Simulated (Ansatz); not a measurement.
Ansatz results at the PBE0-D4/def2-TZVP geometry: LUMO energy (PBE0/def2-TZVPP) -0.02 eV; HOMO energy (PBE0/def2-TZVPP) -7.53 eV; LUMO energy (ωB97M-V/def2-TZVPP) 1.43 eV.

Each molecule was computed in one conformer, which needn't be the lowest.

**Question.** Which molecule gave them?
A. `N=C=C(O)O`
B. `O=C1SC1(F)F`
C. `C[CH2][SnH2][SiH3]`
D. `C=[C]([AlH2])BO`

**Answer.** C. The others give `O=C1SC1(F)F`: -2.06, -8.31, 0.23; `N=C=C(O)O`: -0.75, -5.91, 1.51; `C=[C]([AlH2])BO`: -1.74, -7.67, 0.04.
